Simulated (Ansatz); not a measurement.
Al₄H₄⁻. The state is a doublet with charge -1. Geometry PBE-D4/def2-SVPD.

```
atom   x (Å)   y (Å)   z (Å)
 Al1  -0.751   0.701  -0.941
 Al2   0.078  -2.051  -1.324
 Al3  -0.007   1.729   1.241
 Al4   0.670  -0.708   0.775
  H5   0.219   2.829   2.428
  H6   1.650  -1.507  -0.470
  H7  -1.614   1.212  -2.220
  H8  -0.245  -2.205   0.511
```

HSE06 is defined as in plane-wave codes, on full-range PBE exchange. The structure comes from a short search, and lower isomers may exist.

Question: Estimate the α-spin orbital energies around the gap (eV) in Ansatz with PBE-D4/def2-SVPD, PBE-D4/def2-TZVPD, revPBE-D4/def2-TZVPD, r2SCAN-D4/def2-TZVPD, HSE06-D4/def2-TZVPD.

Answer: 
```tsv
orbital	PBE-D4/def2-SVPD	PBE-D4/def2-TZVPD	revPBE-D4/def2-TZVPD	r2SCAN-D4/def2-TZVPD	HSE06-D4/def2-TZVPD
HOMO−9	-64.46	-64.26	-64.21	-66.07	-68.63
HOMO−8	-7.89	-7.86	-7.82	-8.38	-9.12
HOMO−7	-6.00	-6.00	-5.96	-6.43	-7.06
HOMO−6	-4.91	-4.93	-4.88	-5.29	-5.86
HOMO−5	-3.63	-3.63	-3.61	-4.00	-4.43
HOMO−4	-3.62	-3.60	-3.57	-3.93	-4.40
HOMO−3	-2.15	-2.16	-2.12	-2.33	-2.69
HOMO−2	-0.94	-0.93	-0.89	-1.06	-1.32
HOMO−1	-0.50	-0.51	-0.47	-0.60	-0.84
HOMO	-0.26	-0.27	-0.26	-0.57	-0.60
LUMO	1.56	1.53	1.58	1.67	1.77
LUMO+1	1.62	1.59	1.64	1.67	1.84
LUMO+2	2.25	2.16	2.21	2.38	2.40
LUMO+3	2.75	2.62	2.65	2.88	2.82
LUMO+4	2.77	2.67	2.73	3.00	2.91
LUMO+5	2.98	2.78	2.78	3.31	2.96
β HOMO	-0.43	-0.44	-0.40	-0.53	-0.77
β LUMO	0.59	0.58	0.68	0.84	0.93
```
